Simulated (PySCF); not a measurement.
**Potential energy of SbC along the bond**

Set-up: PySCF, scalar-relativistic core potentials, basis sets Sb cc-pVTZ-PP with ECP28, C cc-pVTZ. Energies in eV from Sb + C in their ground configurations at the same level. State: Ms = 0.5 determinant of mixed spin (⟨S²⟩ near 1.1), unpaired electrons σ ↑.

All columns are PBE0. A positive dipole means Sb(−)C(+).

```csv
R (Å),E (eV),μ (D),Mulliken charge on Sb (basis-dependent),HOMO (eV),LUMO (eV),Mayer bond order,⟨S²⟩
1.613,-1.594,-1.91,0.18,-7.61,-3.37,3.06,0.79
1.688,-2.537,-1.99,0.18,-7.40,-3.56,2.99,0.81
1.762,-3.059,-2.04,0.19,-7.20,-3.71,2.89,0.86
1.819,-3.249,-2.05,0.20,-7.07,-3.80,2.79,0.93
1.875,-3.314,-2.03,0.21,-6.96,-3.87,2.65,1.03
1.931,-3.290,-2.00,0.21,-6.87,-3.93,2.48,1.17
2.006,-3.165,-1.98,0.22,-6.79,-3.99,2.24,1.37
2.100,-2.919,-1.99,0.24,-6.74,-4.05,1.95,1.61
2.212,-2.558,-2.08,0.25,-6.72,-4.12,1.68,1.85
2.362,-2.045,-2.30,0.27,-6.75,-4.20,1.42,2.09
```

A fit through these points gives, at Re = 1.885 Å, μ = -2.03 D and dμ/dR = 0.455 D/Å; the reduced mass is 10.92 u.

How strong is the fundamental in the double-harmonic approximation, I = 42.26·(dμ/dR)²/μred km/mol?

I = 42.26·(0.455)²/10.92 = 0.801 km/mol at PBE0.

⟨S²⟩ of the unrestricted solution departs from its pure value on part of the curve, where spin states mix. Spin–orbit coupling is left out, which matters for elements this heavy, above all for dissociation energies. The state was picked by a PBE0 search and need not be the measured ground state.
